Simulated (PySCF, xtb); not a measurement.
C5H8S, SMILES C=CC1CSC1. Other conformers were not sampled.

Harmonic wavenumbers (cm⁻¹) from GFN2-xTB in xtb at its own minimum, in rising order: 61, 62, 289, 313, 396, 567, 649, 742, 769, 836, 867, 902, 926, 996, 1010, 1023, 1077, 1086, 1179, 1180, 1194, 1253, 1267, 1311, 1418, 1448, 1453, 1713, 2965, 2988, 2991, 3015, 3016, 3054, 3101, 3129.

Question: What does B3LYP-D3(BJ)/def2-SVP (PySCF) give at its own minimum? (The exact figures need the calculation; the answer reports its results.)

Answer: 86, 93, 293, 310, 408, 554, 657, 709, 722, 852, 869, 942, 951, 996, 1020, 1034, 1065, 1098, 1191, 1211, 1228, 1295, 1303, 1327, 1440, 1453, 1473, 1720, 3053, 3055, 3069, 3120, 3127, 3128, 3134, 3227. Paired by order, the mean absolute difference is 33 cm⁻¹ and the zero-point energies are 71.8 and 73.2 kcal/mol.
